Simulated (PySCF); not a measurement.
**EPR parameters of [C6H8N2]+**

Species: C6H8N2 (charge +1 and doublet state).
Structure used (GFN2-xTB), in Å, numbered top down from 1:
```
atom  x, y, z in Å
C1     2.7459    0.6263    0.3719
C2     1.4778    0.2869    0.6763
C3     0.3720    0.3245   -0.2930
C4    -0.6649   -0.8076   -0.1335
C5    -1.0303   -1.0271    1.2582
N6    -1.2789   -1.1659    2.3609
C7    -1.9310   -0.3992   -0.8362
N8    -2.1582    0.8047   -1.0206
H9     3.5094    0.6786    1.1307
H10    3.0484    0.8660   -0.6360
H11    1.2302   -0.0050    1.6903
H12    0.7499    0.3540   -1.3188
H13   -0.2295    1.2522   -0.1753
H14   -0.2652   -1.7569   -0.5123
H15   -2.6050   -1.2207   -1.1109
H16   -2.9782    1.1983   -1.4630
```

The hyperfine couplings belong to this conformer and change with its torsions.

The species is `[H]/N=C/[C@H](C#N)C[CH][CH2+]` [radical] (charge +1).

Level of theory: UKS B3LYP, pcH-1 on C H N, non-relativistic, mean-field spin-orbit, GIAO in PySCF 2.14.0. The structure is a single GFN2-xTB conformer in the gas phase; no vibrational or solvent corrections. A GFN2-xTB geometry isn't a minimum of the functional, and hyperfine couplings can be far from their values at a DFT geometry, by a factor of two or more for some ions and for spin on atoms past the first row. No stability test was run, so a lower SCF solution isn't excluded.

```
g1, g2, g3                      : 2.00229, 2.00264, 2.00417
g_iso                           : 2.00303
Form of g                       : rhombic: the two nearest values differ by 19 % of g3 − g1
⟨S²⟩                            : 0.7579 (exact 0.7500)
α and β electrons               : 29, 28
HOMO–LUMO gap, α and β orbitals : 6.77, 1.61 eV
```

Isotropic coupling and dipolar principal values T1 to T3, in MHz; ρ(0) is the spin density at the nucleus:

```json
{"atom": "C1", "isotope": "13C", "a_iso": "25.2", "T1": "-33.3", "T2": "-32.1", "T3": "65.3", "Mulliken spin population": "0.41", "ρ(0) (bohr⁻³)": "0.0224"}
{"atom": "C2", "isotope": "13C", "a_iso": "-3.2", "T1": "-14.4", "T2": "-10.8", "T3": "25.3", "Mulliken spin population": "0.15", "ρ(0) (bohr⁻³)": "-0.0029"}
{"atom": "C3", "isotope": "13C", "a_iso": "-3.8", "T1": "-9.6", "T2": "-7.2", "T3": "16.8", "Mulliken spin population": "0.03", "ρ(0) (bohr⁻³)": "-0.0034"}
{"atom": "C4", "isotope": "13C", "a_iso": "-8.4", "T1": "-7.6", "T2": "-6.5", "T3": "14.1", "Mulliken spin population": "0.05", "ρ(0) (bohr⁻³)": "-0.0075"}
{"atom": "C5", "isotope": "13C", "a_iso": "-3.8", "T1": "-0.7", "T2": "-0.5", "T3": "1.2", "Mulliken spin population": "0.00", "ρ(0) (bohr⁻³)": "-0.0034"}
{"atom": "N6", "isotope": "14N", "a_iso": "0.3", "T1": "-0.9", "T2": "-0.8", "T3": "1.7", "Mulliken spin population": "0.02", "ρ(0) (bohr⁻³)": "0.0009"}
{"atom": "C7", "isotope": "13C", "a_iso": "-16.5", "T1": "-9.9", "T2": "0.6", "T3": "9.3", "Mulliken spin population": "-0.05", "ρ(0) (bohr⁻³)": "-0.0147"}
{"atom": "N8", "isotope": "14N", "a_iso": "66.1", "T1": "-16.6", "T2": "-12.2", "T3": "28.8", "Mulliken spin population": "0.34", "ρ(0) (bohr⁻³)": "0.2045"}
{"atom": "H9", "isotope": "1H", "a_iso": "-26.1", "T1": "-15.6", "T2": "-2.8", "T3": "18.4", "Mulliken spin population": "-0.02", "ρ(0) (bohr⁻³)": "-0.0058"}
{"atom": "H10", "isotope": "1H", "a_iso": "-25.3", "T1": "-14.8", "T2": "-3.1", "T3": "17.8", "Mulliken spin population": "-0.02", "ρ(0) (bohr⁻³)": "-0.0057"}
{"atom": "H11", "isotope": "1H", "a_iso": "-8.9", "T1": "-6.6", "T2": "-3.6", "T3": "10.2", "Mulliken spin population": "-0.01", "ρ(0) (bohr⁻³)": "-0.0020"}
{"atom": "H12", "isotope": "1H", "a_iso": "10.7", "T1": "-3.8", "T2": "0.3", "T3": "3.5", "Mulliken spin population": "0.00", "ρ(0) (bohr⁻³)": "0.0024"}
{"atom": "H13", "isotope": "1H", "a_iso": "137.4", "T1": "-10.8", "T2": "-4.7", "T3": "15.5", "Mulliken spin population": "0.03", "ρ(0) (bohr⁻³)": "0.0307"}
{"atom": "H14", "isotope": "1H", "a_iso": "2.4", "T1": "-4.3", "T2": "0.1", "T3": "4.3", "Mulliken spin population": "0.00", "ρ(0) (bohr⁻³)": "0.0005"}
{"atom": "H15", "isotope": "1H", "a_iso": "126.5", "T1": "-3.2", "T2": "-1.6", "T3": "4.8", "Mulliken spin population": "0.05", "ρ(0) (bohr⁻³)": "0.0283"}
{"atom": "H16", "isotope": "1H", "a_iso": "45.0", "T1": "-16.5", "T2": "-9.3", "T3": "25.8", "Mulliken spin population": "0.01", "ρ(0) (bohr⁻³)": "0.0101"}
```

The Mulliken spin populations are largest on C1 (+0.41), N8 (+0.34) and C2 (+0.15).

The SMILES `[H]/N=C/[C@H](C#N)C[CH][CH2+]` draws the unpaired electron on C2, whose computed spin population is only +0.15.

Axes: g2 points within 7° of the C2–C3 bond.

Under fast tumbling the dipolar parts average out, and these isotropic splittings remain (the largest six): 1 × 1H (H13, I = 1/2, 2 lines) with 4.90 mT, 1 × 1H (H15, I = 1/2, 2 lines) with 4.51 mT, 1 × 14N (N8, I = 1, 3 lines) with 2.36 mT, 1 × 1H (H16, I = 1/2, 2 lines) with 1.61 mT, 1 × 1H (H9, I = 1/2, 2 lines) with 0.93 mT and 1 × 1H (H10, I = 1/2, 2 lines) with 0.90 mT.

H9 and H10 aren't averaged: C1 is flat or nearly so (angle sum 360°), and its turn about the short C1–C2 bond (1.35 Å) is taken as slow.

The 13C coupling of C1 (25.2 MHz) shows only in satellite lines or after enrichment, since that isotope makes up about 1.07 % of natural carbon.

The spin density at the nucleus, in bohr⁻³, is negative for C7 (-0.0147), C4 (-0.0075) and H9 (-0.0058), for instance. A restricted open-shell determinant has no negative spin density anywhere; here it arises because α and β orbitals differ (spin polarisation).

Time: 60 s wall (grids of density and orbitals included); peak memory 0.97 GiB. Hardware: an Arm Neoverse V2 with one thread, shared host.
